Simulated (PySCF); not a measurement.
A side-by-side comparison of computed properties.

First species: C7H4FN.
Numbering: `[N:1]#[C:2][c:3]1[cH:4][cH:5][c:6]([F:7])[cH:8][cH:9]1` (hydrogens: H10 on C4; H11 on C5; H12 on C8; H13 on C9)

Second species: C₆H₇F₃O₂.
SMILES: `C1OCC21[C@H](OC2)C(F)(F)F`

Levels: PBE0/pcSseg-1 for dipole moment, HOMO energy, LUMO energy and HOMO–LUMO gap; GFN2-xTB for rotational constant A and rotational constant C. Geometries: GFN2-xTB. All species are isolated and taken at one optimised geometry, non-relativistic unless stated; the electronic structure was computed with PySCF and density fitting.

The conformers computed, where there is a choice (atom-mapped SMILES and torsion angles):
- `[F:1][C:2]([F:3])([F:4])[C@H:5]1[O:6][CH2:7][C:8]12[CH2:9][O:10][CH2:11]2`: F1–C2–C5–O6 65°

```csv
property,column X,column Y
dipole moment,1.95 D,3.11 D
HOMO energy,-7.62 eV,-7.83 eV
LUMO energy,0.77 eV,-1.63 eV
HOMO–LUMO gap,8.39 eV,6.20 eV
rotational constant A,1.875 GHz,5.680 GHz
rotational constant C,0.755 GHz,0.839 GHz
```

Which column belongs to which species?

Column X is the second species and column Y the first. The first has 13 atoms and 62 electrons, the second 18 and 86.

How does each property change from the first species to the second?

dipole moment -1.16 D; HOMO energy +0.21 eV; LUMO energy +2.40 eV; HOMO–LUMO gap +2.19 eV; rotational constant A -3.805 GHz; rotational constant C -0.084 GHz.

On the first: The dipole matches unit charges of opposite sign 0.65 Å apart (1 e·Å = 4.8032 D). A dipole of 3.11 D is allowed in C2v, and pure rotational transitions are dipole-allowed.

On the second: The dipole matches unit charges of opposite sign 0.41 Å apart (1 e·Å = 4.8032 D).
